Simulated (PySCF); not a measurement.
## Electron correlation in P²⁺ (phosphorus, charge +2)

[Ne] 3s2 3p1, 2P determinant. Computed with PySCF 2.14 in x2c-TZVPall, with the spin-free X2C one-electron Hamiltonian (Gaussian nucleus). Frozen: [Ne]; 3 electrons correlated.

MP2 pair energies summed by pair of shells (mhartree):

```json
{"pair": "3s-3s", "energy": "-24.56", "share (%)": "55.1"}
{"pair": "3s-3p", "energy": "-20.02", "share (%)": "44.9"}
```

Total MP2 correlation energy: -44.58 mhartree.

Same-spin part -2.79 and opposite-spin part -41.79 mhartree; SCS-MP2 scales them by 1/3 and 6/5 to -51.07 mhartree.

```csv
level,correlation energy (mhartree)
CCSD,-63.65
(T),-0.99
CCSD(T),-64.64
```

Diagnostics: T1 = 0.012, D1 = 0.0270, largest double amplitude 0.108.

Cost of the coupled-cluster step: 0.18 s of wall time on 1 thread of AMD EPYC 9R45 96-Core Processor (shared host), for 3 correlated electrons.

Iterations:

```
CC2 = 0
CCSD nocc = (np.int64(2), np.int64(1)), nmo = (32, 32)
frozen orbitals [[0, 1, 2, 3, 4], [0, 1, 2, 3, 4]]
max_cycle = 100
direct = 0
conv_tol = 1e-08
conv_tol_normt = 1e-06
diis_space = 8
diis_start_cycle = 0
Init t2, MP2 energy = -0.0445791711972683
Init E_corr(UCCSD) = -0.0445791711997915
cycle = 1  E_corr(UCCSD) = -0.0564838020562922  dE = -0.0119046309  norm(t1,t2) = 0.0516433
cycle = 2  E_corr(UCCSD) = -0.0606159478671453  dE = -0.00413214581  norm(t1,t2) = 0.0222306
cycle = 3  E_corr(UCCSD) = -0.0636510757118592  dE = -0.00303512784  norm(t1,t2) = 0.0104126
cycle = 4  E_corr(UCCSD) = -0.0636327314899253  dE = 1.83442219e-05  norm(t1,t2) = 0.00126254
cycle = 5  E_corr(UCCSD) = -0.0636557792594048  dE = -2.30477695e-05  norm(t1,t2) = 0.000159884
cycle = 6  E_corr(UCCSD) = -0.0636486090284405  dE = 7.17023096e-06  norm(t1,t2) = 3.00689e-05
cycle = 7  E_corr(UCCSD) = -0.0636517452127797  dE = -3.13618434e-06  norm(t1,t2) = 9.27877e-06
cycle = 8  E_corr(UCCSD) = -0.063650821619533  dE = 9.23593247e-07  norm(t1,t2) = 3.0315e-06
cycle = 9  E_corr(UCCSD) = -0.0636507951241383  dE = 2.64953947e-08  norm(t1,t2) = 2.52508e-07
cycle = 10  E_corr(UCCSD) = -0.0636508152645696  dE = -2.01404313e-08  norm(t1,t2) = 8.45782e-08
cycle = 11  E_corr(UCCSD) = -0.0636508143104857  dE = 9.54083909e-10  norm(t1,t2) = 4.09882e-08
UCCSD converged
E(UCCSD) = -340.5221420789341  E_corr = -0.06365081431048571
UCCSD(T) correction = -0.000986674014634727
```
